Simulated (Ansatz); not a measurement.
Cost and result for the atomization energy of C4H14OSi2 (`C[SiH](C)O[SiH](C)C`) (21 atoms, 20 bonds).

```tsv
atom	x (Å)	y (Å)	z (Å)
C1	0.932	1.084	-2.074
Si2	-0.376	1.154	-0.748
C3	-1.987	1.806	-1.411
O4	-0.639	-0.348	-0.143
Si5	-0.072	-1.475	0.905
C6	1.761	-1.720	0.662
C7	-0.446	-0.959	2.656
H8	1.120	2.079	-2.487
H9	1.875	0.702	-1.677
H10	0.620	0.431	-2.894
H11	0.104	2.039	0.357
H12	-2.362	1.167	-2.214
H13	-2.745	1.843	-0.625
H14	-1.864	2.817	-1.811
H15	-0.787	-2.744	0.594
H16	1.987	-2.006	-0.368
H17	2.315	-0.805	0.891
H18	2.137	-2.510	1.319
H19	0.061	-0.022	2.905
H20	-1.520	-0.811	2.798
H21	-0.114	-1.721	3.366
```

Total charge 0; spin multiplicity 1. The structure was optimised at the PBE0-D4/def2-TZVP level. It is one conformer, not always the lowest. Program: Ansatz. All runs use 2 threads of an AMD EPYC 7R13 on a shared host and a share of an NVIDIA H100 80 GB. Times are those of one run each, without the atoms' runs, and a repeat can differ threefold. Electronic energies, without spin–orbit coupling; frozen cores. CCSD(T)/CBS adds CCSD(T) − MP2 in def2-TZVPP to the MP2 limit, and its time is that of the two runs behind it. T1 = 0.010. B3LYP takes the VWN-RPA correlation (the form of Gaussian; ORCA's B3LYP/G).

CCSD(T)/CBS is a level of theory with its own doubt, some kJ/mol a heavy atom from the limit and from the frozen cores, so smaller differences don't rank the functionals.

| level | functions | wall time |
| --- | --- | --- |
| CCSD(T)/def2-SVP | 176 | 2.9 s |
| PBE-QIDH/def2-TZVPP | 435 | 3.7 s |
| B2PLYP/def2-TZVPP | 435 | 4.3 s |
| BLYP-D4/def2-TZVPP | 435 | 4.6 s |
| ωB97X-V/def2-TZVPP | 435 | 4.9 s |
| r2SCANh-D4/def2-TZVPP | 435 | 6 s |
| ωB97M-V/def2-TZVPP (with forces) | 435 | 6.5 s |
| PBE0-D4/def2-TZVPP | 435 | 7 s |
| B97M-V/def2-TZVPP | 435 | 8 s |
| B3LYP-D4/def2-TZVPP (with forces) | 435 | 10 s |
| MP2/def2-QZVPP | 845 | 11 s |
| CCSD(T)/def2-TZVPP | 435 | 31 s |
| CCSD(T)/CBS(def2) | – | 42 s |

**Question.** What atomization energy does each give, and how far from CCSD(T)/CBS? (Estimate.)

**Answer.** Ansatz gave: 
| level | atomization (kcal/mol) | difference from CCSD(T)/CBS | per bond |
| --- | --- | --- | --- |
| CCSD(T)/def2-SVP | 1818.7 | -105.6 | -5.3 |
| PBE-QIDH/def2-TZVPP | 1911.6 | -12.7 | -0.6 |
| B2PLYP/def2-TZVPP | 1901.4 | -22.9 | -1.1 |
| BLYP-D4/def2-TZVPP | 1906.3 | -18.0 | -0.9 |
| ωB97X-V/def2-TZVPP | 1927.1 | 2.8 | 0.1 |
| r2SCANh-D4/def2-TZVPP | 1919.2 | -5.1 | -0.3 |
| ωB97M-V/def2-TZVPP (with forces) | 1927.4 | 3.1 | 0.2 |
| PBE0-D4/def2-TZVPP | 1918.5 | -5.8 | -0.3 |
| B97M-V/def2-TZVPP | 1927.9 | 3.6 | 0.2 |
| B3LYP-D4/def2-TZVPP (with forces) | 1921.7 | -2.6 | -0.1 |
| MP2/def2-QZVPP | 1920.7 | -3.6 | -0.2 |
| CCSD(T)/def2-TZVPP | 1880.6 | -43.7 | -2.2 |
| CCSD(T)/CBS(def2) | 1924.3 | 0.0 | 0.0 |

At CCSD(T), def2-SVP lies −105.6 kcal/mol from the extrapolated value and def2-TZVPP −43.7 kcal/mol: correlation converges slowly with the basis, and small sets miss more of it in the bonded molecule than in its fragments. Leaving LDA and LC-ωPBE aside and taking each functional with its dispersion term where it has one, the values, not all of them listed here, spread over 43.5 kcal/mol, from BHLYP-D4 to PBE-D4. LDA lies +225.7 kcal/mol from PBE without D4, its usual overbinding. From PBE to PBE0 (25 % exact exchange), in def2-TZVPP and without D4, the atomization energy moves by −12.7 kcal/mol: exact exchange takes away binding that semilocal exchange gives to molecules.
